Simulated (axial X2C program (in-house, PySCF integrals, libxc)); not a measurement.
Potential curves of BrF, without spin–orbit coupling

Computed with an axial X2C code built on PySCF integrals. Spin-free means the one-electron spin-free X2C Hamiltonian. Basis: Br dyall-v3z [8s9p6d1f], F dyall-v3z [6s5p2d1f] (cores contracted in-house); Gaussian nuclei, density fitting, unrestricted open shells. Masses: Br 78.918 u, F 18.998 u.

State: M_S = 0, Λ = 0 (closed shell). Energies in eV from the fragments at the same level (Br + F). Fits are polynomials in 1 − R0/R over 0.85 to 1.23 times the lowest point R0.

```csv
R (Å),PBE0,PW91,HF,r2SCAN
1.5329,-1.5799,-1.8955,0.3796,-1.5889
1.6034,-2.1953,-2.5751,-0.1562,-2.2290
1.6563,-2.4544,-2.8818,-0.3543,-2.5073
1.7091,-2.5841,-3.0580,-0.4222,-2.6565
1.7620,-2.6150,-3.1346,-0.3911,-2.7070
1.8237,-2.5575,-3.1286,-0.2611,-2.6723
1.8853,-2.4268,-3.0477,-0.0585,-2.5641
1.9646,-2.1860,-2.8680,0.2742,-2.3517
2.0615,-1.8259,-2.5782,0.7454,-2.0252
2.2025,-1.2501,-2.0966,1.4797,-1.4959
```

The state is one determinant whose occupation by symmetry is held fixed; it was picked as the lowest of a PBE0 search that is not exhaustive. The closed shell is kept restricted, so the energy runs too high when the bond is stretched far. Dissociation energies refer to the lowest single-determinant-based atoms at the same level and basis. Spin-free De lacks the spin–orbit lowering of the heavy p-block atom, a tenth of an eV or more for 4p and 5p, up to an eV for 6p and one to two eV for 7p atoms, less what an open-shell molecule gains itself.

**Question.** Fit the PBE0 curve near its minimum: give the equilibrium distance, the harmonic wavenumber and the well depth.

**Answer.** At PBE0, spin-free: Re = 1.755 Å, ωe ≈ 702 cm⁻¹, De = 2.62 eV to Br + F; Be follows as 0.357 cm⁻¹.

**Question.** Fit the PW91 curve near its minimum: give the equilibrium distance, the harmonic wavenumber and the well depth.

**Answer.** At PW91, spin-free: Re = 1.788 Å, ωe ≈ 649 cm⁻¹, De = 3.14 eV to Br + F; Be follows as 0.344 cm⁻¹.

**Question.** What are Re, ωe and De at the HF level?

**Answer.** At HF, spin-free: Re = 1.717 Å, ωe ≈ 776 cm⁻¹, De = 0.42 eV to Br + F; Be follows as 0.374 cm⁻¹.

**Question.** Fit the r2SCAN curve near its minimum: give the equilibrium distance, the harmonic wavenumber and the well depth.

**Answer.** At r2SCAN, spin-free: Re = 1.769 Å, ωe ≈ 677 cm⁻¹, De = 2.71 eV to Br + F; Be follows as 0.352 cm⁻¹.
